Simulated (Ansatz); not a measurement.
Frontier orbitals of F2H2Se2Si, SMILES `F[Si](F)([SeH])[SeH]`.

```xyz
7

F    -0.9445    0.5373   -1.7303
Si   -0.5113    0.3424   -0.2185
F    -1.5617    1.1408    0.6592
Se   -0.7133   -1.7830    0.4874
Se    1.5578    1.2179   -0.1262
H     0.4407   -2.1944   -0.3228
H     1.7323    0.7390    1.2513
```

Charge 0, multiplicity 1. Correlated methods include outer-core shells of Se, which these sets cover unevenly. Scalar relativity is left out up to krypton. All single points use the PBE0-D4/def2-TZVP geometry. It is one conformer, not always the lowest. Basis def2-TZVPP, Ansatz.

Orbital energies of one run (eV). Highest occupied ones, from the top: -10.24, -10.65, -11.73, -13.64, -14.10, -14.33, -15.39, -15.80, -16.75, -16.76, -17.47, -19.18, -23.62, -24.33. Empty: 1.46, 2.19, 2.20, 2.83, 3.50, 3.98.

Which functional gave them?
A. CAM-B3LYP
B. r2SCANh
C. ωB97X-V
D. LC-ωPBE

D. HOMO energies: LC-ωPBE -10.24, r2SCANh -7.15, ωB97X-V -9.88, CAM-B3LYP -8.87 eV.

LC-ωPBE has ω = 0.4 bohr⁻¹.
